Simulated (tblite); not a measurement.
Cl$_{2}$Pb, charge -1, doublet, at a GFN2-xTB geometry (such geometries of metal compounds can be far from the true shape) (a state made from the parent by changing its charge; the spin is typed, not shown lowest); GFN1-xTB (tblite).

tblite was given this input:
```
$ tblite run mol.xyz --method gfn1 --charge -1 --spin 1 --json tblite.json --no-restart

# file mol.xyz
3

Pb     0.00704312    -0.01025569     0.42593907
Cl     1.47900338     1.68337558    -1.01206530
Cl    -1.51297608    -1.63390696    -1.04246435
```

Task: Predict the main parts of the log of this tblite run.

Result: 
```
xTB calculator
 | screened Coulomb repulsion
 | Coulomb electrostatics
 |  * isotropic Klopman-Ohno-Mataga-Nishimoto electrostatics
 |  * onsite third-order electrostatics
 | DFT-D3(BJ) dispersion correction

halogen bonding energy    0.0000000000000E+00 Eh
repulsion energy          8.8322783807781E-04 Eh
dispersion energy        -1.0142055396056E-03 Eh
number of electrons       1.9000000000000E+01 e
integral cutoff           2.4921834820047E+01 bohr

------------------------------------------------------------
  cycle        total energy    energy error   density error
------------------------------------------------------------
      1     -10.42734100773  -1.0427210E+01   4.1982669E-01
      2     -10.43909254776  -1.1751540E-02   2.4124131E-01
      3     -10.44435527734  -5.2627296E-03   9.8205009E-02
      4     -10.44678447203  -2.4291947E-03   3.2979918E-02
      5     -10.44706718036  -2.8270834E-04   1.0800370E-02
      6     -10.44709664894  -2.9468577E-05   2.8615314E-04
      7     -10.44709664964  -6.9492856E-10   2.4294493E-04
      8     -10.44709665775  -8.1105753E-09   1.7891102E-05
------------------------------------------------------------

electronic energy        -1.0446965680046E+01 Eh
total energy             -1.0447096657748E+01 Eh

Post processing:
 | Mayer-Wiberg bond orders

[Info] JSON dump of results written to 'tblite.json'
```
